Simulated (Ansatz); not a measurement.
Total energies of FH$_{2}$In, SMILES `[F][InH2]`.

```xyz
4

F    -0.443   -0.654   -1.581
In    0.049    0.072    0.173
H    -1.335    0.632    0.992
H     1.729   -0.050    0.416
```

Charge 0, multiplicity 1. Correlated methods include outer-core shells of In, which these sets cover unevenly. In takes the def2 core potential. The structure was optimised at the PBE0-D4/def2-TZVP level. Basis def2-TZVPP, the Gaussian-basis code of Ansatz.

RPA on PBE orbitals: Hartree–Fock energy of these orbitals -289.82376 Eh, correlation -0.81984 Eh (frozen core).

```tsv
functional	energy without D4 (Eh)	D4 term (kJ/mol)
PBE0	-291.13142	-3.2
HSE06 (plane-wave form)	-291.12562	-3.0
```

Q: Give the same for LDA (SPW92), PBE, revPBE, BLYP, r2SCAN, B97M-V, B3LYP, r2SCANh, r2SCAN0, BHLYP, CAM-B3LYP, LC-ωPBE, ωB97X-V, ωB97M-V, B2PLYP, PBE-QIDH. (Best estimate.)

A: Computed: 
```
 functional  energy without D4 (Eh)  D4 term (kJ/mol)
LDA (SPW92)              -290.25448                 –
        PBE              -291.13332              -3.9
     revPBE              -291.24847             -10.6
       BLYP              -291.17945              -8.5
     r2SCAN              -291.25992              -0.8
     B97M-V              -291.20078                 –
      B3LYP              -291.30359              -6.3
    r2SCANh              -291.23963              -0.9
    r2SCAN0              -291.21021              -1.0
      BHLYP              -291.11305              -5.3
  CAM-B3LYP              -291.18901              -3.3
    LC-ωPBE              -291.21249                 –
    ωB97X-V              -291.17655                 –
    ωB97M-V              -291.14682                 –
     B2PLYP              -290.96189                 –
   PBE-QIDH              -290.91474                 –
```

B3LYP takes the VWN-RPA correlation (the form of Gaussian; ORCA's B3LYP/G). HSE06 is the plane-wave form, built on full-range PBE exchange. The double hybrids freeze the cores in their second-order part.

LC-ωPBE has ω = 0.4 bohr⁻¹.
